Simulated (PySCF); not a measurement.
# Bond curve of AsH

Set-up: PySCF, scalar-relativistic core potentials, basis sets As cc-pVTZ-PP with ECP10, H cc-pVTZ. Energies in eV from As + H in their ground configurations at the same level. All curves are PBE0. state 1: ³Σ⁻ (triplet), unpaired electrons π ↑↑; state 2: Ms = 0 determinant of mixed spin (⟨S²⟩ near 1.0), unpaired electrons π ↑↓, a mixture of terms (⟨Lz²⟩ = 2.0), a second solution, started from another occupation; state 3: singlet, one real π or δ orbital doubly filled, a mixture of terms (⟨Lz²⟩ = 2.0), a second solution, started from another occupation; state 4: quintet, unpaired electrons σ ↑↑, π ↑↑, a second solution, started from another occupation.

| R (Å) | state 1 | state 2 | state 3 | state 4 |
| --- | --- | --- | --- | --- |
| 1.318 | -2.318 | -1.958 | -0.860 | 5.5592 |
| 1.380 | -2.613 | -2.254 | -1.155 | 4.8871 |
| 1.441 | -2.783 | -2.424 | -1.324 | 4.3150 |
| 1.487 | -2.845 | -2.486 | -1.385 | 3.9371 |
| 1.533 | -2.863 | -2.504 | -1.401 | 3.5950 |
| 1.579 | -2.846 | -2.486 | -1.382 | 3.2834 |
| 1.640 | -2.778 | -2.418 | -1.311 | 2.9085 |
| 1.717 | -2.640 | -2.279 | -1.169 | 2.4949 |
| 1.809 | -2.422 | -2.058 | -0.944 | 2.0686 |
| 1.932 | -2.079 | -1.710 | -0.591 | 1.5991 |

Q: Put a parabola through the three lowest points of the state 1 curve and estimate Re, k and ωe (reduced mass 0.9944 u; 1 eV/Å² = 0.16022 mdyn/Å; ωe = 1302.8·√(k/μ) cm⁻¹).

A: Through R = 1.487, 1.533, 1.579 Å the second-order coefficient is 8.27 eV/Å², so Re ≈ 1.534 Å, k ≈ 2.65 mdyn/Å and ωe ≈ 2127 cm⁻¹. A polynomial fit of higher order to the unrounded PBE0 energies gives Re = 1.532 Å, k = 2.73 mdyn/Å, ωe = 2157 cm⁻¹; anharmonicity and rounding make the difference.

The higher-order fit for each curve: state 1: Re = 1.532 Å, ωe = 2157 cm⁻¹, De = 2.86 eV; state 2: Re = 1.531 Å, ωe = 2163 cm⁻¹, minimum 2.50 eV below the ground-state fragments; state 3: Re = 1.530 Å, ωe = 2177 cm⁻¹, minimum 1.40 eV below the ground-state fragments. State 4 gave no clean fit.

Spin–orbit coupling is left out. The state is the lowest determinant that a PBE0 search found; another state may lie lower at other levels.
